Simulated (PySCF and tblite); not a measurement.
Results of a calculation; reference values are marked as such.
C₃H₅BrO, numbered as in [O:1]=[CH:2][CH2:3][CH2:4][Br:5].

Conformers came from 90 starts (ETKDG and KDG, MMFF94s, GFN2-xTB); geometries are PBE0-D3(BJ)/def2-SVP. Energies: PBE0-D3(BJ)/def2-TZVP, with GFN2-xTB thermal terms (modes under about 100 cm⁻¹ blended into free rotors). Symmetry numbers and mirror images are counted. Conformers within 4 kcal/mol (GFN2-xTB free energy) were kept, 7 at most. Programs: PySCF with density fitting and tblite.

Torsions listed: O1–C2–C3–C4, C2–C3–C4–Br5. Of a mirror pair one member is shown.

```json
{"conformer": "1", "shape": "126°, 174°", "symmetry": "C1 (pair)"}
{"conformer": "2", "shape": "12°, 76°", "symmetry": "C1 (pair)"}
{"conformer": "3", "shape": "-153°, 63°", "symmetry": "C1 (pair)"}
{"conformer": "4", "shape": "151°, 67°", "symmetry": "C1 (pair)"}
{"conformer": "5", "shape": "-1°, 180°", "symmetry": "Cs"}
```

(1) Which of these conformers is the most populated at 298.15 K, and with what share?

(2) Give the DFT energies and free energies relative to the lowest, and all weights.

(3) How does its share change from 180 K to 400 K?

Thermal terms of a conformer that GFN2-xTB lacks, or places elsewhere, come from the nearest GFN2-xTB minimum; such a conformer stays in the set even outside the window.

Results:

(1) Conformer 5, about 54 %. The lead over the next is within the error of the method.

(2) 
```json
{"conformer": "1", "shape": "126°, 174°", "E(DFT) kcal/mol": "1.97", "G(298.15 K) kcal/mol": "1.50", "weight %": "4.3"}
{"conformer": "2", "shape": "12°, 76°", "E(DFT) kcal/mol": "0.75", "G(298.15 K) kcal/mol": "0.42", "weight %": "26.3"}
{"conformer": "3", "shape": "-153°, 63°", "E(DFT) kcal/mol": "1.30", "G(298.15 K) kcal/mol": "0.97", "weight %": "10.5"}
{"conformer": "4", "shape": "151°, 67°", "E(DFT) kcal/mol": "1.75", "G(298.15 K) kcal/mol": "1.42", "weight %": "4.9"}
{"conformer": "5", "shape": "-1°, 180°", "E(DFT) kcal/mol": "0.00", "G(298.15 K) kcal/mol": "0.00", "weight %": "54.0"}
```

(3) From 77 % to 43 %; the mixing entropy goes from 1.72 to 3.56 cal/(mol K).
